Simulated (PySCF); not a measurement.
## C$_{5}$H$_{6}$OS: calculation and literature

Numbering as in the mapped SMILES `[CH3:1][O:2][c:3]1[cH:4][cH:5][cH:6][s:7]1`. Each H is labelled by its parent atom.

- GIAO PBE0/pcSseg-1 shieldings
- structure optimised with PBE0-D3(BJ)/def2-SVP
- run in PySCF
- one computed conformer, one averaged value for each set of equivalent atoms, non-relativistic Hamiltonian, no solvent model

Reference values: estimated from measurements, as parent shift plus tabulated substituent increment (solution, not stated per compound (mostly CDCl3 or CCl4); Pretsch, Buehlmann, Badertscher, Structure Determination of Organic Compounds, 4th ed. (2009)).
| atoms | quantity | reference | computed | computed, scaled |
| --- | --- | --- | --- | --- |
| H(C5) | δ 1H | 6.68 | 6.68 | 6.55 |
| H(C6) | δ 1H | 6.49 | 6.31 | 6.20 |
| H(C4) | δ 1H | 6.16 | 5.86 | 5.77 |

Computed shifts are σ(ref) − σ with the named reference compound (TMS for H and C) calculated as an isolated molecule at the same level. The measured values may be among those fitted. Expected solution values come from regression of measured δ (H and C: mostly CDCl3, vs TMS) on computed σ: 1H (scatter 0.21 ppm rms). Occasional misses reach two or three times the rms, and more in compound classes unlike the fitted ones.

Problem. How far are the unscaled 1H shifts from the references?

Solution. Mean signed difference -0.16 ppm, mean absolute 0.16 ppm over 3 comparisons; the largest is -0.30 ppm at H(C4) (hydrogen on an aromatic CH).
